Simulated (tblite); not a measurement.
Species: C6H10F2SSi.
Structure used (GFN2-xTB), in Å, numbered top down from 1:
```
atom  x, y, z in Å
C1     3.784    0.820    0.196
S2     2.663   -0.610    0.172
Si3    0.828    0.434   -0.195
C4    -0.520   -0.887   -0.332
C5    -0.938   -1.637    0.964
C6    -2.253   -0.927    0.833
C7    -1.901   -0.303   -0.292
C8    -2.526    0.709   -1.178
F9    -2.127    0.546   -2.465
F10   -2.122    1.969   -0.831
H11    3.497    1.493    0.997
H12    3.741    1.331   -0.761
H13    4.784    0.438    0.370
H14    0.571    1.323    0.938
H15    0.965    1.184   -1.440
H16   -0.345   -1.546   -1.183
H17   -0.363   -1.382    1.852
H18   -0.982   -2.719    0.866
H19   -3.134   -0.925    1.448
H20   -3.627    0.700   -1.156
```

Calculated harmonic vibrations of the isolated species, GFN2-xTB (tblite), most abundant isotopes, no scaling. The method is semi-empirical: single wavenumbers can be off by several per cent or more. Modes of hydrogen on silicon can be 10 to 20 % off. One conformer, not necessarily the lowest.

Harmonic wavenumbers (cm⁻¹): 26.1, 37.0, 47.4, 59.2, 105.9, 126.6, 134.9, 164.0, 195.6, 279.4, 325.8, 403.6, 471.1, 511.3, 539.0, 574.2, 589.4, 676.0, 716.1, 731.5, 750.4, 772.1, 782.8, 927.6, 949.3, 958.4, 963.7, 977.2, 991.8, 1021.1, 1040.2, 1069.0, 1127.2, 1165.7, 1200.9, 1221.1, 1248.4, 1264.2, 1281.3, 1324.2, 1444.4, 1454.5, 1459.9, 1697.6, 2261.0, 2294.0, 2886.1, 2965.2, 2999.9, 3013.5, 3035.0, 3038.9, 3061.4, 3123.8.

A = 1649, B = 522.8, C = 445.0 MHz; mass 180.024 u (most abundant isotopes); point group C1, symmetry number 1.

Question: What is the zero-point energy?

Answer: Half the sum of the wavenumbers: 31243 cm⁻¹ = 373.75 kJ/mol.

Question: Give the ideal-gas entropy at 500 K and 1 bar in the rigid-rotor, harmonic-oscillator model (classical rotation).

Answer: Translation 184.37, rotation 136.59, vibration 288.60: S = 609.6 J/(mol K).

Question: And Cp and H(500 K) − H(0)?

Answer: Cp = 275.08 J/(mol K), of which vibrations give 241.83 (their classical limit is 54 R = 449.0); H(500 K) − H(0) = 83.61 kJ/mol without the zero-point energy, 66.98 from vibrations.

Question: What must be added to the electronic energy to get the Gibbs energy at 500 K and 1 bar?

Answer: ZPE + [H(500 K) − H(0)] − T·S = 373.75 + 83.61 − 304.78 = 152.58 kJ/mol.

Question: How do the functions run with temperature in this model?

Answer: 
| T (K) | S (J/(mol K)) | Cp (J/(mol K)) | H − H(0) (kJ/mol) | G − H(0) (kJ/mol) | ln q(vib) |
| --- | --- | --- | --- | --- | --- |
| 100 | 339.6 | 101.0 | 7.15 | -26.81 | 4.08 |
| 200 | 422.6 | 144.6 | 19.38 | -65.15 | 8.24 |
| 300 | 490.4 | 193.1 | 36.26 | -110.87 | 11.89 |
| 800 | 756.5 | 348.5 | 178.26 | -426.94 | 27.70 |
| 1000 | 837.8 | 379.1 | 251.20 | -586.56 | 33.17 |

q(vib) and H(0) count from the zero-point level.

Question: Blend soft modes into free rotors: weight 1/[1 + (100 cm⁻¹/ν̃)⁴] for the oscillator and the rest for a rotor with moment μB/(μ + B), μ = h/(8π²ν), B = 10⁻⁴⁴ kg m². What vibrational entropy results?

Answer: 252.41 J/(mol K) in place of 288.60, which changes −T·S at 500 K by +18.10 kJ/mol.

Hindered rotation and anharmonicity are outside this model. Other conformers, if any are populated, would add a mixing term that is left out. The structure is chiral; the term R ln 2 for an equal mix with its mirror image is left out.
